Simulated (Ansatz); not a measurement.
`F[SiH](F)[SeH]`. The species carries charge 0 and has multiplicity 1. All single points use the PBE0-D4/def2-TZVP geometry. It is one conformer, not always the lowest.

```xyz
6

F    -0.882   -0.607    1.346
Si    0.219    0.141    0.486
F     1.431   -0.875    0.380
Se   -0.565    0.696   -1.546
H     0.655    1.355    1.194
H    -0.858   -0.710   -1.860
```

Problem. What is the dipole moment at r2SCAN/def2-TZVPP? (Estimate.)

Solution. Ansatz gave: 0.80 D, with components (-0.14, 0.59, -0.51) D in this frame, pointing from negative to positive charge.

Problem. And with PBE, B3LYP, ωB97M-V? (An estimate is asked.)

Solution. The calculation gave: PBE 0.84 D, B3LYP 0.93 D, ωB97M-V 0.86 D.

Problem. Give the Mulliken charges with r2SCAN, ωB97M-V, PBE in def2-TZVPP. (Best estimate.)

Solution. The calculation gave: 
| atom | r2SCAN | ωB97M-V | PBE |
| --- | --- | --- | --- |
| F1 | -0.30 | -0.29 | -0.25 |
| Si2 | 0.76 | 0.69 | 0.65 |
| F3 | -0.30 | -0.29 | -0.25 |
| Se4 | -0.17 | -0.17 | -0.14 |
| H5 | -0.08 | -0.03 | -0.07 |
| H6 | 0.08 | 0.09 | 0.07 |

B3LYP here is the variant with VWN-RPA as its local correlation; programs differ in this.
